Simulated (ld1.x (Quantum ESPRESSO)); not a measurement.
**Co (Z = 27): one change to a PAW potential, before and after**

* Element: Co (Z = 27)
* Generator: ld1.x (Quantum ESPRESSO) 7.5
* Type: PAW
* Functional: BLYP
* Relativity: scalar-relativistic
* Frozen core: [Ar]
* Valence charge: 9
* Reference configuration: 3d7 4s2 4p0
* Partial waves: 4s (bound): rcut 2.10, rcutus 2.85 bohr; 4s channel at 0.3 Ry: rcut 2.10, rcutus 2.85 bohr; 4p (bound, empty): rcut 2.65, rcutus 3.05 bohr; 4p channel at 2.25 Ry: rcut 2.65, rcutus 3.05 bohr; 3d (bound): rcut 1.40, rcutus 1.60 bohr; 3d channel at -0.05 Ry: rcut 1.40, rcutus 1.60 bohr
* Local potential: all-electron potential smoothed inside 2.50 bohr (lloc = -1)
* Core correction: Bessel-smoothed model core inside 0.95 bohr
* Augmentation charge: PSQ, inside the norm-conserving radii

Change: local potential all-electron potential smoothed inside 1.65 bohr (lloc = -1).

Cutoffs: the cutoffs (Ry, on a coarse ladder) from which the occupation-weighted sum of valence levels, in a spherical-Bessel basis at the reference potential, stays within 10 and 1 mRy of its value at 400 Ry; they do not see the model core or the augmentation charge, which bear on the density cutoff. Errors are all-electron minus pseudo energies relative to the spin-unpolarised reference configuration.

Question: How do hardness, ghosts and transferability respond?

Answer: The potential gets neither clearly harder nor softer (40 Ry and 70 Ry → 40 Ry and 70 Ry); of the 7 tests that both files solve, the error grows in 0 and shrinks in 4 by more than 15 % and 0.3 meV (median size 9.9 → 8.8 meV); neither file shows a bound ghost at the reference potential, the only one tested.

```csv
quantity,base,changed
"cutoff, loose",40 Ry,40 Ry
"cutoff, tight",70 Ry,70 Ry
bound ghosts,none,none
"error for 3d7 4s1 4p0, meV [ΔE 9.04 eV]",-2.2,-1.1
"error for 3d7 4s0 4p0, meV [ΔE 26.02 eV]",-9.9,-8.8
"error for 3d6 4s0 4p0, meV [ΔE 61.89 eV]",-269,-250
"error for 3d7 4s1 4p1, meV [ΔE 4.37 eV]",-0.9,-0.6
"error for 3d5 4s0 4p0, meV [ΔE 117.22 eV]",-1584,-1446
"error for 3d7 4s0 4p2, meV [ΔE 9.07 eV]",-2.5,-2.0
"error for 3d6 4s2 4p1, meV [ΔE 9.63 eV]",-117,+82
s: phases at 3.31 bohr within 0.05 rad from the reference energy up to (Ry; the scan ends near 5),1.9,1.2
p: phases at 3.31 bohr within 0.05 rad from the reference energy up to (Ry; the scan ends near 5),to the end of the scan,to the end of the scan
d: phases at 3.31 bohr within 0.05 rad from the reference energy up to (Ry; the scan ends near 5),3.9,4.1
lowest overlap eigenvalue by channel,"s 0.39, p 0.62, d 1.00","s 0.26, p 0.52, d 1.00"
```

Changed file: These tests converged, but a pseudo level misses the all-electron one widely, so the file describes the atom poorly there or has found another state: 3d5 4s0 4p0: empty 4s by 12.8 eV (a node warning on the way).
